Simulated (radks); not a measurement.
Spherical quantum dot in the effective-mass picture: electrons in a hard-walled sphere of radius 11.5, with a point charge +1 (a donor) at the centre, all in effective atomic units (hartree* = m*/eps^2 hartree, bohr* = eps/m* bohr), one dielectric constant everywhere. Calculated with a radial shooting solver with Libxc functionals: non-relativistic Kohn-Sham, LDA (Slater exchange, Perdew-Wang correlation), spin-polarised, spherical densities. Levels are named by radial order and angular momentum (1s, 1p, 1d, 2s, ...), and open shells are averaged over m.

N = 12, configuration 1s2 1p6 1d(up 3, down 0) 2s(up 1, down 0). This is the lowest configuration that the search found (a dilute case). Occupied and some empty levels:

level,occupation,eigenvalue (hartree*),<r> (bohr*)
1s up,1,1.0875,1.875
2s up,1,1.1410,8.135
1s down,1,1.1489,7.918
1p up,3,1.1540,8.407
1p down,3,1.1674,8.391
1d up,3,1.1847,8.566
1d down,0,1.1982,8.555
2s down,0,1.2137,2.741
1f up,0,1.2282,8.712
1f down,0,1.2419,8.707
1g up,0,1.2835,8.847
1g down,0,1.2973,8.846
2p up,0,1.3607,5.720
2p down,0,1.3735,5.885

Energy (hartree*): total 6.08779, kinetic 1.7892, external -2.3242, Hartree 8.3229, exchange-correlation -1.7001.

Electron density:

r (bohr*),n(r) (e/bohr*^3)
0.613,0.08717
1.47,0.01649
2.33,0.003508
3.19,0.0009857
4.05,0.0005938
4.91,0.0007799
5.76,0.001284
6.62,0.002050
7.48,0.002910
8.34,0.003418
9.20,0.003008
10.1,0.001637
10.9,0.0002986
